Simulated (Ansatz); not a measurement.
`CB(C)O` + `CC(N)F` → `CNC(C)F` + `CBO`  (substitution at a C–B bond)

Gas-phase electronic energies from Ansatz, PBE0-D4/def2-TZVP geometries. CCSD(T)/CBS adds triple-zeta CCSD(T) − MP2 to the extrapolated MP2 energy (def2 sets, frozen cores). Each species was taken in one conformer, which may not be the lowest.

```tsv
species	SCS-MP2/def2-QZVPP energy (Eh)
`CB(C)O`	-180.26832
`CC(N)F`	-234.10853
`CNC(C)F`	-273.33404
`CBO`	-141.01492
```

(1) Work out ΔE.

Largest T1 diagnostic among the species: 0.012.

Results:

(1) ΔE = (-273.33404) + (-141.01492) − (-180.26832) − (-234.10853) = 0.02789 Eh = +73.2 kJ/mol. CCSD(T)/CBS gives +76.1 kJ/mol.

In def2-TZVPP, CCSD(T) changes the Hartree–Fock value by +5.4 kJ/mol (the triples alone add −0.0 kJ/mol) and MP2 by +7.4 kJ/mol.
